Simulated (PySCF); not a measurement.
## Vertical excitation energies

Compound: (Cl)3Ti-S-SiH3 (singlet state).
Cartesian coordinates in Å at the PBE0-D3(BJ)/def2-SVP level; atoms count from 1:
```xyz
9
Cl3H3SSiTi angstrom
Ti    -0.1621    1.4294   -0.7064
Cl     1.8729    1.4031   -1.4390
Cl    -1.3965    0.1451   -1.9408
Cl    -0.9200    3.4430   -0.6369
S     -0.2256    0.6380    1.3760
Si     0.1713   -1.4441    0.8937
H      0.8923   -2.0050    2.0702
H     -1.1251   -2.1440    0.6806
H      1.0255   -1.5349   -0.3231
```

Method used: TDDFT PBE0/def2-SVPD, vertical, gas phase, core orbitals frozen in the response (PySCF 2.14.0, density-fitted response routines).

List the vertical singlet excitations with oscillator strengths and describe the spectrum.

| state | λ (nm) | E (eV) | f | \|μ\| (D) | main configurations (H = HOMO, L = LUMO) |
| --- | --- | --- | --- | --- | --- |
| S1 | 404.4 | 3.07 | 0.0013 | 0.33 | H→L (98%) |
| S2 | 357.4 | 3.47 | 0.016 | 1.09 | H→L+1 (90%) |
| S3 | 323.0 | 3.84 | 0.0001 | 0.06 | H→L+2 (97%) |
| S4 | 314.3 | 3.94 | 0.0010 | 0.26 | H-1→L (85%) |
| S5 | 312.4 | 3.97 | 0.0021 | 0.37 | H→L+4 (55%), H→L+3 (41%) |
| S6 | 305.3 | 4.06 | 0.0008 | 0.23 | H-1→L+1 (88%) |
| S7 | 299.2 | 4.14 | 0.015 | 0.99 | H→L+3 (43%), H→L+4 (37%) |
| S8 | 284.3 | 4.36 | 0.0049 | 0.54 | H-2→L (89%) |
| S9 | 275.3 | 4.50 | 0.0042 | 0.50 | H-2→L+1 (71%), H-3→L (23%) |
| S10 | 266.5 | 4.65 | 0.021 | 1.09 | H-3→L (62%), H-2→L+1 (19%) |
| S11 | 262.7 | 4.72 | 0.0009 | 0.22 | H-3→L+1 (42%), H-4→L (40%) |
| S12 | 261.3 | 4.75 | 0.0075 | 0.64 | H-1→L+2 (85%) |
| S13 | 257.1 | 4.82 | 0.010 | 0.75 | H-3→L+1 (35%), H-4→L (34%), H-2→L+2 (8%) |
| S14 | 254.7 | 4.87 | 0.0009 | 0.22 | H-1→L+3 (54%), H-1→L+4 (25%) |
| S15 | 250.1 | 4.96 | 0.0050 | 0.52 | H-4→L+1 (69%), H-1→L+4 (9%) |

Triplets (Tamm–Dancoff): T1 2.89 eV, H→L+1 (86%); T2 2.93 eV, H→L (94%); T3 3.61 eV, H-1→L (87%); T4 3.64 eV, H→L+4 (38%), H-1→L+1 (26%), H→L+3 (26%).

The lowest singlet comes at 404 nm (296 kJ/mol) in the visible; it is very weak; its leading configuration is HOMO→LUMO (98%). The strongest level in the table is S10 at 4.65 eV (266 nm, f = 0.021). For S1 the Löwdin share of titanium is 7% in HOMO and 76% in LUMO (ligand-to-metal charge transfer by this measure); for S10 the Löwdin share of titanium is at most 12% in HOMO-3 and 76% in LUMO (ligand-to-metal charge transfer by this measure). The listed states span 1.89 eV, and the widest gap between neighbours is 0.40 eV (S1 to S2). The oscillator strengths of these states sum to 0.091; summed over the whole spectrum of an exact calculation they would give the number of electrons, 106 (Thomas–Reiche–Kuhn). Of the 15 states listed, 4 reach f = 0.01 and 1 stays under 0.0005. S1 lies in the visible range (380 to 750 nm), at 404 nm, f = 0.0013; light of that wavelength is violet, and its complementary colour is yellow-green; a Tamm–Dancoff triplet lies at 429 nm, without intensity as long as spin–orbit coupling is left out. Singlets were solved by full linear response, triplets in the Tamm–Dancoff approximation.
